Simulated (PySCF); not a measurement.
How methods differ on the ionisation energy of Fe⁺

Fe⁺ [Ar] 3d6 4s1 (6D) → Fe²⁺ [Ar] 3d6 (5D), as a difference of total energies. All numbers are calculated (PySCF 2.14, the spin-free X2C one-electron Hamiltonian (Gaussian nucleus), in x2c-QZVPPall (11s7p5d4f2g, 103 functions)). Correlated levels: valence: [Ar] frozen; valence and next inner shell: [Ne] frozen. The calculations carry no spin-orbit coupling.

```json
{"method": "UHF", "ionisation energy (eV)": "15.294"}
{"method": "LDA", "ionisation energy (eV)": "17.093"}
{"method": "PBE", "ionisation energy (eV)": "16.847"}
{"method": "PBE0", "ionisation energy (eV)": "16.509"}
{"method": "r2SCAN", "ionisation energy (eV)": "16.693"}
{"method": "BHandHLYP", "ionisation energy (eV)": "16.189"}
{"method": "TPSS", "ionisation energy (eV)": "16.580"}
{"method": "wB97X", "ionisation energy (eV)": "15.915"}
{"method": "B97-3", "ionisation energy (eV)": "16.199"}
{"method": "MP2 (valence)", "ionisation energy (eV)": "15.908"}
{"method": "SCS-MP2 (valence)", "ionisation energy (eV)": "15.648"}
{"method": "MP2 (valence and next inner shell)", "ionisation energy (eV)": "16.190"}
{"method": "SCS-MP2 (valence and next inner shell)", "ionisation energy (eV)": "15.931"}
```

**Question.** How much does correlation contribute at MP2 (valence and next inner shell)?

**Answer.** 16.190 − (15.294) = 0.896 eV, measured against UHF.

Errors of the correlated levels include the incompleteness of this basis and the frozen core.

For comparison: 16.199 eV (measured; NIST Atomic Spectra Database, ionization energies).
